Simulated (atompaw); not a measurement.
Before and after: PAW (atompaw) potential for palladium

Pd (Z = 46), PAW, made with atompaw 4.2.0.5 (PBE, scalar-relativistic). Core [Ar] 3d10, reference 4s2 4p6 4d7 5s0 5p0 (charge +3). Waves: 4s (bound): rc 1.35 bohr; 5s (bound, empty): rc 1.90 bohr; 4p (bound): rc 1.25 bohr; 5p (bound, empty): rc 1.90 bohr; 4d (bound): rc 1.30 bohr; 4d channel at 0.75 Ry: rc 1.90 bohr. Local part: vpsmatchnc scheme with l = 3 at 0.5 Ry, radius 1.25 bohr. Core correction: smooth core density matched at 1.40 bohr. Augmentation charge: besselshape compensation charge, radius 1.80 bohr; PAW radius 1.90 bohr; waves and projectors: custom rrkj gramschmidtortho.

All-electron outer shells of the reference configuration (PBE, scalar-relativistic, ld1.x):

```tsv
shell	level (eV)	outermost node (bohr)	outermost maximum (bohr)
3d	-367.30	–	0.28
4s	-126.08	0.45	0.85
4p	-91.44	0.46	0.90
4d	-41.64	0.45	1.06
5s	-30.58	1.12	2.16
5p	-23.19	1.24	2.51
```

Change: local potential bessel scheme, radius 1.25 bohr.

Cutoffs: the cutoffs (Ry, on a coarse ladder) from which the occupation-weighted sum of valence levels, in a spherical-Bessel basis at the reference potential, stays within 10 and 1 mRy of its value at 400 Ry; they do not see the model core or the augmentation charge, which bear on the density cutoff.

**Question.** What does the change do?

**Answer.** The potential gets neither clearly harder nor softer (70 Ry and 120 Ry → 70 Ry and 120 Ry); the bound ghost in s disappears. A state that the projectors do not describe sees the local part alone, so a deeper or shallower local part can create or remove a ghost.

```csv
quantity,base,changed
"cutoff, loose",70 Ry,70 Ry
"cutoff, tight",120 Ry,120 Ry
bound ghosts,s,none
s: phases at 1.91 bohr within 0.05 rad from the reference energy up to (Ry; the scan ends near 5),4.6,4.9
p: phases at 1.91 bohr within 0.05 rad from the reference energy up to (Ry; the scan ends near 5),-0.9,-0.2
d: phases at 1.91 bohr within 0.05 rad from the reference energy up to (Ry; the scan ends near 5),1.8,2.6
lowest overlap eigenvalue by channel,"s 0.42, p 0.49, d 0.47","s 0.39, p 0.51, d 0.58"
```

 A true bound ghost makes a file unfit for plane-wave use even where its test errors are small: the radial tests pick states by their node count and pass the ghost by. The cutoffs see the waves, projectors and local potential, not the compensation charge or the core.
